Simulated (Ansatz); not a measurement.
Consider the atomization: `O[SiH2]OBF` → B• + F• + 4 H• + 2 O• + Si•.

Gas-phase electronic energies from Ansatz, PBE0-D4/def2-TZVP geometries. CCSD(T)/CBS adds triple-zeta CCSD(T) − MP2 to the extrapolated MP2 energy (def2 sets, frozen cores). This one scheme is used for every species, atoms too. Functionals use def2-TZVPP. B3LYP here is the variant with VWN-RPA as its local correlation; programs differ in this. No spin–orbit coupling; open shells (•) take unrestricted orbitals. Spin–orbit coupling would lower the free atoms: a little for B, F, O, Si. Each species was taken in one conformer, which may not be the lowest.

```tsv
level	ΔE (kcal/mol)	difference from CCSD(T)/CBS
LDA (SPW92)	993.8	119.0
B3LYP-D4	869.7	-5.1
r2SCANh-D4	867.9	-6.9
r2SCAN0-D4	857.5	-17.3
BHLYP-D4	844.1	-30.7
ωB97M-V	875.6	0.8
PBE-QIDH	862.7	-12.1
revPBE	843.7	-31.1
r2SCANh	866.9	-7.9
LC-ωPBE	868.1	-6.7
MP2/def2-SVP	839.9	-34.9
CCSD(T)/def2-SVP	816.3	-58.5
HF/def2-TZVPP	653.1	-221.7
MP2/def2-TZVPP	876.8	2.0
CCSD/def2-TZVPP	839.2	-35.6
CCSD(T)/def2-TZVPP	850.8	-24.0
CCSD(T)/CBS	874.8	0
```

Largest T1 diagnostic among the species: 0.014.

The D4 term adds +5.8 kcal/mol with B3LYP and +3.0 kcal/mol with PBE0; it sums over pairs of atoms, weighted by their polarisabilities, and B3LYP, whose exchange is more repulsive, gets the larger term. From r2SCAN to r2SCAN0 (25 % exact exchange), in def2-TZVPP and without D4, ΔE moves by −17.6 kcal/mol: exact exchange takes away binding that semilocal exchange gives to molecules. Leaving LDA and LC-ωPBE aside and taking each functional with its dispersion term where it has one, the values, not all of them listed here, spread over 35.8 kcal/mol, from BHLYP-D4 to PBE-D4. LDA lies +117.4 kcal/mol from PBE without D4, its usual overbinding.

For atomizations the MP2-based limit and the directly extrapolated one differ by several kJ/mol either way, and by 10 to 25 for some Ge, Se and Sn compounds, so smaller differences from it don't rank the levels.
